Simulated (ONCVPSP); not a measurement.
## Configuration tests for La (Z = 57) (ONCV)

| Property | Result |
| --- | --- |
| Element | lanthanum |
| Generator | ONCVPSP 4.0.1 |
| Type | optimised norm-conserving Vanderbilt (ONCV) |
| Functional | LDA (Perdew-Wang 92) |
| Relativity | scalar-relativistic |
| Frozen core | [Kr] 4d10 |
| Valence charge | 11 |
| Reference configuration | 5s2 5p6 5d1 6s1 (charge +1) |
| Partial waves | 5s+6s: rc 2.50 bohr, ncon 5, nbas 8, qcut 5.7 1/bohr, 3 projectors, debl 4 Ha; 5p: rc 1.90 bohr, ncon 3, nbas 6, qcut 4.1 1/bohr, 2 projectors, debl 0.9 Ha; 5d: rc 3.25 bohr, ncon 4, nbas 8, qcut 5.3 1/bohr, 3 projectors, debl 0.9 Ha; f scattering state at 0.2 Ha: rc 3.25 bohr, ncon 4, nbas 7, qcut 3.6 1/bohr, 2 projectors, debl 1 Ha |
| Local potential | polynomial inside 1.55 bohr (lpopt 5, dvloc0 0 Ha) |
| Core correction | none |

In the p channel the program set the typed energies aside and used -1.041, 0.250 Ha. In the f channel the program set the typed energies aside and used -0.385, 0.615 Ha.

Energies are relative to the spin-unpolarised reference configuration 5s2 5p6 5d1 6s1; without spin polarisation the order of configurations can differ from experiment.

```csv
valence configuration,charge,ΔE all-electron (eV),error AE − PS (meV)
5s2 5p6 5d1 6s2,0,-6.158,+0.8
5s2 5p6 5d2 6s0,+1,0.147,-3.9
```

(1) What are ΔE and the potential's error for 5s2 5p6 5d1 6s0?

(2) What are ΔE and the potential's error for 5s2 5p6 5d0 6s0?

Levels in the configuration 5s2 5p6 5d1 6s0:

```json
{"level": "5s", "all-electron (eV)": "-51.770", "pseudo (eV)": "-51.771"}
{"level": "5p", "all-electron (eV)": "-35.081", "pseudo (eV)": "-35.080"}
{"level": "5d", "all-electron (eV)": "-14.862", "pseudo (eV)": "-14.861"}
```

Note: no bound ghost flagged; GHOST(+) flagged for s at 79.4 eV, p at 134.3 eV.

Results:

(1) ΔE = 11.147 eV all-electron; the error (AE − PS) is -1.6 meV.

(2) ΔE = 30.243 eV all-electron; the error (AE − PS) is -0.5 meV.
